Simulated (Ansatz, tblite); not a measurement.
Forces on `[CH3][Ge]([CH3])([CH3])[Ge]([CH3])([CH3])[Ge]([CH3])([CH3])[Ge]([CH3])([CH3])[CH3]` at its PBE-D4/def2-SVP geometry. Total charge 0; singlet.

The xTB rows come from tblite. Single mean-field runs in def2-TZVP are fitted with def2-universal-jkfit.

GFN2-xTB (tblite), largest force 0.70 eV/Å:

```xyz
44
positions Å, forces eV/Å
C    -0.468   -4.364    1.566   -0.295   -0.542    0.274
Ge    0.624   -2.905    0.790   -0.168    0.131   -0.042
C     2.098   -2.486    2.044    0.506    0.079    0.399
C     1.410   -3.538   -0.913    0.291   -0.260   -0.528
Ge   -0.739   -0.914    0.392    0.229   -0.043    0.040
C    -1.922   -1.215   -1.178   -0.417   -0.063   -0.436
C    -1.902   -0.559    1.965   -0.414    0.100    0.435
Ge    0.692    1.029   -0.005   -0.229    0.042   -0.042
C     2.215    0.519   -1.176    0.507   -0.153   -0.295
C     1.443    1.651    1.727    0.297    0.177    0.501
Ge   -0.590    2.826   -1.056    0.164   -0.121    0.074
C    -2.333    3.050   -0.140   -0.586    0.114    0.254
C     0.394    4.543   -0.965    0.261    0.623   -0.002
C    -0.932    2.392   -2.957   -0.147   -0.084   -0.634
H    -1.291   -4.644    0.879    0.493    0.127    0.460
H     0.159   -5.262    1.745   -0.462    0.520   -0.082
H    -0.912   -4.049    2.531    0.252   -0.255   -0.586
H     2.704   -3.392    2.246   -0.336    0.599   -0.079
H     2.764   -1.709    1.618   -0.370   -0.478    0.308
H     1.700   -2.110    3.008    0.289   -0.235   -0.572
H     0.613   -3.802   -1.636    0.526    0.139    0.411
H     2.045   -2.752   -1.367   -0.374   -0.524    0.236
H     2.035   -4.437   -0.739   -0.369    0.551   -0.182
H    -2.563   -2.104   -1.017    0.367    0.544   -0.142
H    -2.578   -0.335   -1.338    0.366   -0.561    0.046
H    -1.322   -1.376   -2.095   -0.390    0.089    0.535
H    -2.571   -1.423    2.152    0.376    0.554   -0.070
H    -2.527    0.339    1.787    0.352   -0.559    0.167
H    -1.290   -0.386    2.872   -0.397   -0.105   -0.530
H     1.849    0.124   -2.145    0.253    0.237    0.571
H     2.862    1.396   -1.377   -0.362   -0.558    0.093
H     2.829   -0.264   -0.688   -0.329    0.473   -0.345
H     2.031    0.842    2.205   -0.342    0.537   -0.243
H     0.633    1.952    2.419    0.513   -0.170   -0.398
H     2.109    2.523    1.567   -0.387   -0.528    0.156
H    -2.908    3.880   -0.599    0.305   -0.523    0.333
H    -2.936    2.123   -0.219    0.322    0.592    0.076
H    -2.186    3.278    0.934   -0.138   -0.129   -0.656
H    -0.197    5.352   -1.442    0.434   -0.450    0.316
H     1.366    4.464   -1.490   -0.591    0.107    0.332
H     0.589    4.825    0.088   -0.097   -0.117   -0.670
H    -1.500    1.445   -3.046    0.346    0.593   -0.006
H    -1.519    3.200   -3.439    0.363   -0.536    0.231
H     0.023    2.277   -3.508   -0.612    0.069    0.292
```

r2SCAN-D4/def2-TZVP (Ansatz), largest force 0.53 eV/Å:

```
C -0.177 -0.250 0.134
Ge 0.051 -0.072 0.007
C 0.240 0.064 0.204
C 0.125 -0.111 -0.276
Ge -0.083 0.004 0.003
C -0.205 -0.050 -0.261
C -0.200 0.058 0.264
Ge 0.080 0.004 0.024
C 0.261 -0.084 -0.193
C 0.131 0.106 0.291
Ge -0.047 0.061 -0.044
C -0.283 0.040 0.147
C 0.159 0.294 0.015
C -0.052 -0.064 -0.312
H 0.391 0.126 0.328
H -0.297 0.422 -0.084
H 0.212 -0.158 -0.456
H -0.287 0.428 -0.093
H -0.311 -0.373 0.206
H 0.194 -0.180 -0.453
H 0.382 0.120 0.340
H -0.297 -0.378 0.211
H -0.295 0.425 -0.083
H 0.301 0.422 -0.079
H 0.306 -0.423 0.074
H -0.289 0.077 0.431
H 0.314 0.415 -0.091
H 0.292 -0.426 0.091
H -0.294 -0.081 -0.425
H 0.179 0.185 0.457
H -0.303 -0.417 0.094
H -0.286 0.375 -0.236
H -0.276 0.388 -0.221
H 0.387 -0.141 -0.323
H -0.313 -0.419 0.078
H 0.271 -0.390 0.218
H 0.280 0.445 0.037
H -0.076 -0.105 -0.508
H 0.280 -0.380 0.225
H -0.462 0.044 0.247
H -0.094 -0.126 -0.503
H 0.267 0.451 0.035
H 0.277 -0.382 0.227
H -0.456 0.056 0.255
```

PBE0-D4/def2-TZVP (Ansatz), largest force 0.55 eV/Å:

```
C -0.171 -0.227 0.123
Ge 0.106 -0.143 0.023
C 0.224 0.071 0.192
C 0.116 -0.097 -0.263
Ge -0.197 0.012 0.000
C -0.178 -0.041 -0.238
C -0.173 0.055 0.238
Ge 0.191 0.003 0.051
C 0.229 -0.081 -0.176
C 0.111 0.093 0.262
Ge -0.099 0.126 -0.082
C -0.265 0.029 0.144
C 0.154 0.268 0.017
C -0.047 -0.067 -0.292
H 0.402 0.132 0.333
H -0.306 0.438 -0.088
H 0.218 -0.157 -0.468
H -0.298 0.442 -0.099
H -0.322 -0.381 0.209
H 0.195 -0.185 -0.468
H 0.389 0.126 0.351
H -0.306 -0.384 0.220
H -0.306 0.440 -0.084
H 0.313 0.437 -0.078
H 0.319 -0.437 0.077
H -0.293 0.078 0.446
H 0.327 0.427 -0.095
H 0.304 -0.441 0.091
H -0.298 -0.083 -0.440
H 0.179 0.192 0.471
H -0.316 -0.430 0.100
H -0.298 0.388 -0.243
H -0.286 0.399 -0.231
H 0.394 -0.146 -0.335
H -0.325 -0.431 0.078
H 0.283 -0.405 0.224
H 0.291 0.454 0.037
H -0.072 -0.109 -0.524
H 0.288 -0.395 0.232
H -0.474 0.041 0.252
H -0.097 -0.134 -0.513
H 0.274 0.461 0.041
H 0.287 -0.395 0.237
H -0.465 0.058 0.266
```
